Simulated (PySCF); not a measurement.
Vertical excitations of a molecule C4H6OS from TDA-ωB97X/def2-SVPD run with PySCF, as energy in eV (oscillator strength): 4.28 (0.000), 6.17 (0.001), 6.36 (0.001), 6.64 (0.245), 6.66 (0.193), 7.39 (0.097), 7.56 (0.082), 7.80 (0.061), 7.99 (0.004), 8.17 (0.127). Lowest triplet (TDA): 3.91 eV. The structure is a stationary point at B3LYP-D3(BJ)/def2-SVP. Other conformers were not sampled.

Problem. Which structure fits?
(A) CC1=COCS1
(B) C=C1O[C@@H](C)S1
(C) C=CC(=O)SC
(D) CC1=CSCO1

Solution. B, C=C1O[C@@H](C)S1
